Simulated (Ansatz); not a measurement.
Energy landscape of H₂Se, singlet: map of symmetric stretch and bend. Scanned: Se-H bond length and H-Se-H angle.

Cartesian coordinates as functions of the variables (Å; names that start with a are angles):
```
Se  0  0  0
H  r*sin(a/2)  0  r*cos(a/2)
H  -r*sin(a/2)  0  r*cos(a/2)
```

Computed with CCSDT on RHF/cc-pVDZ, cores with 3d frozen (Ansatz, a first-principles code).

Energy in kcal/mol above the lowest grid point; x is the Se-H bond length (Å), y the H-Se-H angle (°).

```
y \ x    1.24  1.31  1.37  1.47  1.55  1.62   1.69   1.73   1.84  1.90  1.97
------  -----  ----  ----  ----  ----  ----  -----  -----  -----  ----  ----
180     107.6  88.7  80.8  79.5  85.5  93.9  104.1  110.4  127.8     —     —
168.95  104.0  84.5  75.9  72.9  76.5  81.3   85.9   88.3   94.2     —     —
160.52   97.0  76.6  67.2  62.5  64.7  68.9   73.9   77.0   85.7  90.4  95.9
148.38   83.3  61.8  51.4  45.5  47.3  51.6   57.6   61.4   72.6  78.9  86.2
138.04   70.8  48.7  38.0  31.8  33.7  38.6   45.2   49.6   62.5  69.8  78.2
128.05   59.7  37.3  26.4  20.2  22.5  27.8   35.1   39.9   54.1  62.1  71.4
121.73   53.8  31.1  20.2  14.1  16.6  22.2   29.8   34.8   49.6  58.0  67.8
112.42   46.8  24.0  13.0   6.9   9.6  15.5   23.5   28.7   44.3  53.2  63.4
98.21    41.5  18.2   6.9   0.7   3.5   9.5   17.8   23.2   39.5  48.7  59.4
92.33    41.4  17.8   6.4   0.0   2.7   8.7   17.0   22.4   38.7  47.9  58.7
79.43    45.6  21.4   9.4   2.3   4.5  10.2   18.2   23.5   39.5  48.7  59.3
70       52.9  27.9  15.4   7.4   9.0  14.2   21.8   26.9   42.4  51.3  61.6
```

Points that lie below all their neighbours on the grid (none is named beside a point without a result): x = 1.47, y = 92.33 (0.0 kcal/mol).

A dash means that the run gave no value there, or that the column was ended at a point which the program doubted or which failed a test of continuity chosen for this set; such a test can also cut sound points.
